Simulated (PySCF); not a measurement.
**Excitation energies in several basis sets**

Species: C3H8GeSi.
InChI=1S/C3H8GeSi/c1-2-3(4)5/h1,3H,4-5H3/t3-/m1/s1

TDDFT with PBE0 (PySCF), vertical singlets, core orbitals frozen in the response, spherical d and f functions. Isolated species at its PBE0-D3(BJ)/def2-SVP geometry, gas phase. Relativistic effects, spin–orbit coupling among them, are left out although an element past zinc is present.

```json
{"basis": "6-31G*", "functions": "108", "diffuse": "no", "S1 (eV)": "6.26", "S2 (eV)": "6.50", "S3 (eV)": "6.56", "S4 (eV)": "6.66", "S5 (eV)": "6.89", "LUMO (eV)": "0.51", "α (au)": "76.9"}
{"basis": "def2-SVP", "functions": "132", "diffuse": "no", "S1 (eV)": "6.22", "S2 (eV)": "6.52", "S3 (eV)": "6.61", "S4 (eV)": "6.72", "S5 (eV)": "7.08", "LUMO (eV)": "0.52", "α (au)": "82.9"}
{"basis": "def2-SVPD", "functions": "186", "diffuse": "yes", "S1 (eV)": "6.07", "S2 (eV)": "6.32", "S3 (eV)": "6.38", "S4 (eV)": "6.50", "S5 (eV)": "6.70", "LUMO (eV)": "0.07", "α (au)": "95.3"}
{"basis": "aug-cc-pVDZ", "functions": "204", "diffuse": "yes", "S1 (eV)": "5.94", "S2 (eV)": "6.08", "S3 (eV)": "6.26", "S4 (eV)": "6.38", "S5 (eV)": "6.42", "LUMO (eV)": "-0.28", "α (au)": "97.2"}
{"basis": "def2-TZVP", "functions": "226", "diffuse": "no", "S1 (eV)": "6.06", "S2 (eV)": "6.35", "S3 (eV)": "6.40", "S4 (eV)": "6.48", "S5 (eV)": "6.77", "LUMO (eV)": "0.17", "α (au)": "91.9"}
{"basis": "def2-TZVPD", "functions": "280", "diffuse": "yes", "S1 (eV)": "5.99", "S2 (eV)": "6.14", "S3 (eV)": "6.29", "S4 (eV)": "6.42", "S5 (eV)": "6.51", "LUMO (eV)": "-0.10", "α (au)": "96.7"}
```

Question: How much do these states and the polarisability depend on the basis?

Answer: States are compared by their number. Against the largest diffuse basis here (def2-TZVPD, itself not a converged limit), sets without diffuse functions differ by up to 0.27 eV in S1 and 0.56 eV in S5; the smaller diffuse sets differ by up to 0.08 and 0.18 eV. State by state, the largest deviation of a set without diffuse functions is S1 0.27, S2 0.38, S3 0.32, S4 0.31, S5 0.56 eV. The same number needn't mean the same state in each row. Against def2-TZVPD the polarisability deviates by -20% in 6-31G*, -14% in def2-SVP, -1% in def2-SVPD, +1% in aug-cc-pVDZ, -5% in def2-TZVP.
